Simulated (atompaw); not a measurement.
# An all-electron radial function and its pseudo partner (samarium (Sm))

Columns: radius, all-electron u(r) and pseudo u(r) of the 5s shell (level -44.08 eV) of samarium in the configuration [Kr] 4d10 4f6 5s2 5p6 5d0 6s1.5 6p0.5; LDA (PW92), scalar-relativistic, PAW (atompaw) scheme, atompaw 4.2.0.5.

```csv
r (bohr),all-electron,pseudo
0.115,0.0389,0.2136
0.231,0.2783,0.4208
0.346,-0.2872,0.6107
0.462,-0.5355,0.7797
0.577,-0.3515,0.9195
0.692,0.0211,1.0279
0.808,0.3987,1.1033
0.923,0.6896,1.1442
1.038,0.8774,1.1527
1.154,0.9736,1.1317
1.269,0.9972,1.0857
1.385,0.9702,1.0191
1.500,0.9113,0.9388
1.615,0.8343,0.8499
1.731,0.7485,0.7570
1.846,0.6621,0.6662
1.962,0.5781,0.5795
2.077,0.5006,0.5008
2.192,0.4301,0.4301
2.308,0.3667,0.3667
2.423,0.3114,0.3114
2.538,0.2633,0.2633
2.654,0.2215,0.2215
2.769,0.1860,0.1860
2.885,0.1555,0.1555
3.000,0.1299,0.1299
```

**Question.** How many radial nodes do the two functions have?

**Answer.** The all-electron 5s function has n − l − 1 = 4 (the table is too coarse to show those close to the nucleus); the pseudo-wave has 0, since the states of the same l below it are removed with the core.

**Question.** At about which radius was the pseudo-wave matched?

**Answer.** 2.20 bohr. The columns agree to 0.0005 from 2.08 bohr on; several derivatives are matched, so the curves merge somewhat inside the radius.

**Question.** Where does each function peak?

**Answer.** Outermost all-electron maximum near 1.27 bohr, pseudo maximum near 1.04 bohr (to the table’s step).

**Question.** Is the pseudo-wave norm-conserving?

**Answer.** No, it belongs to a PAW set: the norm inside the radius is not constrained, and the difference is carried by the augmentation charge.
